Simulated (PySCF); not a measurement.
A side-by-side comparison of computed properties.

First species: C6H12Cl2Si.
SMILES: `C=C(C)[Si@H](Cl)CCCCl`

Second species: C7H17P.
SMILES: `C=[P@@](C)(CC)C(C)C`

Levels: PBE0/pcSseg-1 for dipole moment, HOMO energy, LUMO energy and HOMO–LUMO gap; GFN2-xTB for rotational constant A and rotational constant C. Geometries: GFN2-xTB. Each structure is a single optimised conformer of the isolated species, non-relativistic unless stated; the electronic structure was computed with PySCF and density fitting.

Dipoles, sizes and rotational constants follow the conformer. The torsions of the flexible species, by atom-mapped SMILES:
- `[CH2:1]=[C:2]([CH3:3])[Si@H:4]([Cl:5])[CH2:6][CH2:7][CH2:8][Cl:9]`: C1–C2–Si4–Cl5 120°, C2–Si4–C6–C7 178°, Si4–C6–C7–C8 178°, C6–C7–C8–Cl9 -66°
- `[CH2:1]=[P@@:2]([CH3:3])([CH2:4][CH3:5])[CH:6]([CH3:7])[CH3:8]`: C1–P2–C4–C5 -173°, C1–P2–C6–C7 58°

Values for the first species:

- Dipole moment: 0.85 D
- HOMO energy: -7.82 eV
- LUMO energy: -0.46 eV
- HOMO–LUMO gap: 7.36 eV
- Rotational constant A: 1.557 GHz
- Rotational constant C: 0.353 GHz

(1) Estimate the same properties for the second species, and the change in each.

Results:

(1) 
```tsv
property	first	second	second less first
dipole moment	0.85 D	3.26 D	+2.41 D
HOMO energy	-7.82 eV	-5.08 eV	+2.74 eV
LUMO energy	-0.46 eV	0.97 eV	+1.43 eV
HOMO–LUMO gap	7.36 eV	6.05 eV	-1.31 eV
rotational constant A	1.557 GHz	1.788 GHz	+0.231 GHz
rotational constant C	0.353 GHz	1.166 GHz	+0.813 GHz
```

On the first: A dipole of 0.85 D is allowed in C1, and pure rotational transitions are dipole-allowed. In atomic units the dipole is 0.34 e·bohr (1 au = 2.5417 D).

On the second: In atomic units the dipole is 1.28 e·bohr (1 au = 2.5417 D).
